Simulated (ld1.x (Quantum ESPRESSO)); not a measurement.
Before and after: TM potential for Mn

```json
{
 "Element": "Mn (Z = 25)",
 "Generator": "ld1.x (Quantum ESPRESSO) 7.5",
 "Type": "norm-conserving Troullier–Martins (Kleinman–Bylander form)",
 "Functional": "PBE",
 "Relativity": "scalar-relativistic",
 "Frozen core": "[Ar]",
 "Valence charge": "7",
 "Reference configuration": "3d5 4s1 4p1",
 "Partial waves": "4s (bound): rc 2.00 bohr; 4p (bound): rc 2.80 bohr; 3d (bound): rc 1.85 bohr",
 "Local potential": "all-electron potential smoothed inside 2.15 bohr (lloc = -1)",
 "Core correction": "none"
}
```

All-electron outer shells of the reference configuration (PBE, scalar-relativistic, ld1.x):

| shell | level (eV) | outermost node (bohr) | outermost maximum (bohr) |
| --- | --- | --- | --- |
| 3s | -87.51 | 0.34 | 0.74 |
| 3p | -56.22 | 0.31 | 0.75 |
| 3d | -8.33 | – | 0.76 |
| 4s | -6.09 | 1.05 | 2.47 |
| 4p | -2.12 | 1.16 | 3.30 |

Change: wave 4p (bound): rc 2.80 bohr becomes 4p (bound): rc 3.44 bohr.

Cutoffs: the cutoffs (Ry, on a coarse ladder) from which the occupation-weighted sum of valence levels, in a spherical-Bessel basis at the reference potential, stays within 10 and 1 mRy of its value at 400 Ry; they do not see the model core or the augmentation charge, which bear on the density cutoff. Errors are all-electron minus pseudo energies relative to the spin-unpolarised reference configuration.

**Question.** How do hardness, ghosts and transferability respond?

**Answer.** The potential gets neither clearly harder nor softer (80 Ry and 120 Ry → 80 Ry and 120 Ry); of the 7 tests that both files solve, the error grows in 4 and shrinks in 1 by more than 15 % and 0.3 meV (median size 19.4 → 21.7 meV); neither file shows a bound ghost.

```tsv
quantity	base	changed
cutoff, loose	80 Ry	80 Ry
cutoff, tight	120 Ry	120 Ry
bound ghosts	none	none
error for 3d5 4s2 4p0, meV [ΔE -3.86 eV]	+6.2	+7.8
error for 3d5 4s1 4p0, meV [ΔE 4.56 eV]	+2.6	+2.2
error for 3d5 4s0 4p0, meV [ΔE 20.16 eV]	+90	+86
error for 3d5 4s1.5 4p0, meV [ΔE -0.50 eV]	+1.0	+1.7
error for 3d5 4s0 4p1, meV [ΔE 9.30 eV]	+19	+22
error for 3d3 4s0 4p0, meV [ΔE 103.44 eV]	-31	-61
error for 3d4 4s2 4p1, meV [ΔE 3.94 eV]	-60	-56
```
